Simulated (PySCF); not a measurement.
Excitations are Tamm–Dancoff values on a coarser integration grid. The basis has no diffuse functions, so Rydberg states are missing or too high.

Cartesian coordinates (Å):
SMILES: [Cl][Ga]([Cl])[Cl]
```xyz
4

Cl    -1.6778    -1.2825     0.0165
Ga     0.0001     0.0002     0.0000
Cl    -0.2717     2.0946     0.0154
Cl     1.9494    -0.8123    -0.0318
```
Charge 0, spin multiplicity 1.

Question: Give the HOMO–LUMO gap, LUMO, total energy, S1–T1 gap (TDA), dipole moment, T1 excitation (TDA), S1 excitation (TDA) and HOMO at the level M06-2X/def2-TZVP // PBE0-D3(BJ)/def2-TZVP (PySCF).

Answer: 
The HOMO–LUMO gap comes out as 9.78 eV, the LUMO is -1.05 eV and the total energy is -3305.6255 Ha. The S1–T1 gap (TDA) comes out as 0.34 eV, the dipole moment is 0.00 D and the T1 excitation (TDA) comes out as 6.14 eV. The S1 excitation (TDA) is 6.48 eV and the HOMO comes out as -10.83 eV.
